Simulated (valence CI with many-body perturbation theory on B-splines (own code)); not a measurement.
Forbidden lines of As28+

Level of theory: configuration interaction combined with many-body perturbation theory (CI+MBPT): three valence electrons over a frozen Dirac-Fock core [He], a basis of 11 s, 11 p, 10 d, 8 f, 5 g, 2 h functions for each j, with the one-electron correlation potential Σ1, the two-electron term Σ2, the three-electron term Σ3, Breit, model QED; selected CI, second order for the rest, scaled by the run's own slope (own B-spline code, finite nucleus).

No measured spectrum was set against this ion. As an estimate, large intervals hold to a few tenths of a per cent, small ones and those within an open d or f shell to about a per cent.

Lines 1 to 20 of 20 in falling wavelength, among levels below 20411 × 10³ cm⁻¹, chosen from the decays that carry over 1 % of a level's rate. Wavelengths and rates use the calculated energies. Electric multipoles are in the length gauge with retardation, E1 and E2 with the static RPA response of the core. M1 uses the relativistic operator with retardation. Weak lines are less certain than strong ones. Lines between different terms over intervals too small for the method are left out, as are lines whose strength nearly cancels.

Levels are named by their leading jj configuration (3d3/2^4 stands for four electrons in 3d with j = 3/2), which in mixed levels can hold well under half, so a name can repeat and another be missing. Letters in brackets count levels of one name in rising energy.

```csv
λ vac (nm),Upper,Lower,Type,A (s⁻¹),Branch %
29.69,(2s^2 2p3/2) J=3/2,(2s^2 2p1/2) J=1/2,M1,3.43e+05,100.0
0.7274,(2s 2p3/2 3p3/2) J=7/2,(2s 2p3/2^2) J=5/2,E2,2.30e+09,10.0
0.7225,(2s^2 3p1/2) J=1/2,(2s^2 2p3/2) J=3/2,E2,1.90e+10,3.8
0.7196,(2s 2p1/2 3p3/2) J=5/2,(2s 2p1/2 2p3/2) J=5/2,E2,6.17e+09,1.3
0.7176,(2s^2 3p3/2) J=3/2,(2s^2 2p3/2) J=3/2,E2,9.23e+09,1.4
0.7168,(2s 2p3/2 3d5/2) J=9/2,(2s 2p3/2^2) J=5/2,M2,1.09e+08,12.4
0.7071,(2s 2p3/2 3p3/2) J=7/2,(2s 2p1/2 2p3/2) J=5/2,E2,9.14e+09,39.6
0.7038,(2s 2p1/2 3p3/2) J=5/2,(2s 2p1/2^2) J=1/2,E2,1.04e+10,2.1
0.7015,(2s 2p3/2 3p3/2) J=7/2,(2s 2p1/2 2p3/2) J=3/2 [a],E2,7.80e+09,33.8
0.7007,(2s^2 3p3/2) J=3/2,(2s^2 2p1/2) J=1/2,E2,9.76e+09,1.5
0.6924,(2p1/2 2p3/2 3d3/2) J=7/2,(2s 2p3/2^2) J=3/2,E2,3.27e+09,2.6
0.6770,(2p1/2 2p3/2 3d3/2) J=7/2,(2s 2p3/2^2) J=5/2,E2,3.81e+09,3.1
0.6758,(2p1/2 2p3/2 3d5/2) J=9/2,(2s 2p3/2^2) J=5/2,E2,1.78e+09,2.6
0.6709,(2p1/2 2p3/2 3d3/2) J=7/2,(2s 2p1/2 2p3/2) J=3/2 [b],E2,6.64e+09,5.3
0.6615,(2p3/2^2 3d5/2) J=7/2,(2s 2p3/2^2) J=5/2,E2,2.44e+10,1.5
0.6607,(2p3/2^2 3d5/2) J=9/2,(2s 2p3/2^2) J=5/2,E2,4.70e+10,63.4
0.6594,(2p1/2 2p3/2 3d3/2) J=7/2,(2s 2p1/2 2p3/2) J=5/2,E2,3.36e+10,27.0
0.6582,(2p1/2 2p3/2 3d5/2) J=9/2,(2s 2p1/2 2p3/2) J=5/2,E2,4.81e+10,70.0
0.6563,(2p1/2 2p3/2 3d5/2) J=7/2 [a],(2s 2p1/2 2p3/2) J=3/2 [a],E2,4.82e+10,3.1
0.6439,(2p3/2^2 3d5/2) J=9/2,(2s 2p1/2 2p3/2) J=5/2,E2,2.38e+09,3.2
```
